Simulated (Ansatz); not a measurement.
Basis-set extrapolation for AlBFH₄NO (`OB(F)[NH][AlH2]`) (PBE0-D4/def2-TZVP geometry, frozen core, Ansatz). Multiplicity 1, RHF reference.

```json
{"": "HF", "def2-TZVPP": "-498.004170", "def2-QZVPP": "-498.023376"}
{"": "MP2 correlation", "def2-TZVPP": "-0.868064", "def2-QZVPP": "-0.939469"}
{"": "CCSD(T) correlation", "def2-TZVPP": "-0.923038", "def2-QZVPP": "not run"}
```

Energies in hartree. Use E(X) = E(∞) + A·exp(−7.88·√X) for Hartree–Fock and E(X) = E(∞) + B·X^(−2.97) for correlation, with X = 3 and 4, and add CCSD(T) minus MP2 of the smaller set to the MP2 limit.

Question: What is the CCSD(T) energy at the basis-set limit?

Answer: HF limit: -498.023376 + (-0.019206) × 0.13774 = -498.02602. MP2 limit: -0.939469 + (-0.071405) × 0.74074 = -0.99236. Higher-order term: -0.923038 − (-0.868064) = -0.05497. Total: -499.07335 hartree, 383.7 kJ/mol below CCSD(T)/def2-TZVPP.
